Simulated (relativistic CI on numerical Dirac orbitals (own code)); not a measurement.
Ni³⁺: 2p photoemission

Computed with this model: Dirac-Coulomb-Breit CI, KLI orbitals optimised for each configuration, model QED, multiplet model of photoemission in the sudden approximation, unscaled Slater integrals; configurations [Ar] 3d7 → [He] 2s2 2p5 3s2 3p6 3d7; 300 K; Lorentzian 0.35 eV and Gaussian 0.6 eV FWHM. Energies are those of the free ion, without screening or charge transfer. The energies are binding energies and can lie tens of eV above those of solids. S is read from ⟨S²⟩ = S(S + 1).

Field parameters in Wybourne normalisation: D3d B²₀ = −7Dσ, B⁴₀ = −14Dq − 21Dτ, B⁴₃ = −14√(10/7) Dq; Oh B⁴₀ = 21Dq, B⁴₄ = √(5/14) B⁴₀; Td as Oh with Dq negative (B⁴₀ = 21Dq, B⁴₄ = √(5/14) B⁴₀). The field is a parameter set, without covalency.

free ion: ground-state S = 1.50, centroid 919.23 eV. Peaks (eV, height): 910.0 (100), 912.7 (85), 913.8 (42), 915.0 (8), 916.2 (11), 917.3 (31), 919.8 (15), 930.5 (33), 931.3 (63), 932.3 (41), 934.9 (13).

D3d, 10Dq = 24450, Dσ = -60, Dτ = 130 cm⁻¹: ground-state S = 1.47, centroid 919.28 eV. Peaks (eV, height): 910.5 (100), 912.4 (67), 913.8 (39), 914.8 (28), 917.2 (18), 919.6 (13), 930.5 (48), 931.9 (52), 933.1 (15), 934.3 (10).

D3d, 10Dq = 28450, Dσ = 960, Dτ = 0 cm⁻¹: ground-state S = 0.65, centroid 919.66 eV. Peaks (eV, height): 912.1 (100), 913.4 (66), 915.1 (36), 917.2 (17), 918.3 (14), 930.8 (47), 932.1 (57), 934.1 (12).

Oh, 10Dq = 30200 cm⁻¹: ground-state S = 0.56, centroid 919.70 eV. Peaks (eV, height): 912.2 (100), 913.5 (70), 915.1 (41), 917.4 (16), 918.6 (14), 930.8 (48), 932.2 (47), 934.4 (12).

Td, 10Dq = -6200 cm⁻¹: ground-state S = 1.50, centroid 919.27 eV. Peaks (eV, height): 910.4 (100), 913.0 (92), 916.5 (15), 918.0 (22), 920.9 (7), 929.9 (48), 931.3 (61), 933.0 (17), 935.1 (10).

Td, 10Dq = -10000 cm⁻¹: ground-state S = 1.50, centroid 919.28 eV. Peaks (eV, height): 910.6 (100), 912.3 (51), 913.2 (83), 916.7 (15), 918.5 (18), 929.9 (50), 931.3 (63), 934.1 (13), 935.2 (6).

Strongest unbroadened transitions for Td, 10Dq = -10000 cm⁻¹:

```tsv
Energy (eV)	Relative strength
910.61	29.3
910.63	89.1
910.65	90.6
912.09	12.3
912.15	26.7
912.17	34.2
912.85	18.6
912.99	19.4
913.13	14.7
913.17	53.4
913.20	43.2
913.46	18.1
913.90	12.0
929.91	100.0
931.02	23.5
931.28	47.8
931.48	56.4
932.01	12.8
```
